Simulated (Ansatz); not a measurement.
System: BSiH$_{3}$Cl, charge 0, doublet. BSiH3Cl (SMILES Cl[B][SiH3], doublet).
B3LYP-D3(BJ)/def2-TZVP minimum from Ansatz (a program for electronic structure):
```
Si
H 1 1.4829
H 1 1.4829 2 108.77
H 1 1.4871 2 108.89 3 -118.53
B 1 1.9970 2 107.26 3 115.71
Cl 5 1.7139 1 133.23 2 121.65
```
Charge 0, spin multiplicity 2.

Property: atomisation energy (electronic, to ground-state atoms), in kcal/mol. UHF or UKS for unpaired electrons; spin-orbit terms are left out. CBS(X,Y): correlation extrapolated as X^-3, Hartree-Fock from the larger set. A bracket is a step between two methods taken in the basis named. The functionals are non-relativistic, so their misses hold any scalar relativity. Double hybrids freeze cores in their MP2 part. 'core' is core correlation in cc-pwCVTZ (1s frozen past Ne), 'X2C' scalar relativity in cc-pVTZ-DK, both at CCSD(T). For partners of very few electrons the exact lower level stands in for a higher one.

CCSD(T)/CBS(cc-pV(T+d)Z,cc-pV(Q+d)Z) + [CCSDT(Q) - CCSD(T)]/cc-pV(D+d)Z + core + X2C (Ansatz) gives 400.6 kcal/mol.

How far off this value is PBE/def2-TZVPD (Ansatz), in which direction, and which of these levels come nearer: r2SCAN/def2-TZVPD, PBE0/def2-TZVPD, wB97M-V/def2-TZVPD, B2PLYP/def2-TZVPD, CCSD(T)/CBS(cc-pV(T+d)Z,cc-pV(Q+d)Z) + core + X2C?

PBE gives 403.8 kcal/mol, 3.2 kcal/mol above it. Differences of the others: r2SCAN/def2-TZVPD (Ansatz) 8.3; PBE0/def2-TZVPD (Ansatz) 0.9; wB97M-V/def2-TZVPD (Ansatz) 1.2; B2PLYP/def2-TZVPD (Ansatz) -5.4; CCSD(T)/CBS(cc-pV(T+d)Z,cc-pV(Q+d)Z) + core + X2C (Ansatz) -0.5 kcal/mol. Nearer than PBE: PBE0/def2-TZVPD, wB97M-V/def2-TZVPD, CCSD(T)/CBS(cc-pV(T+d)Z,cc-pV(Q+d)Z) + core + X2C.
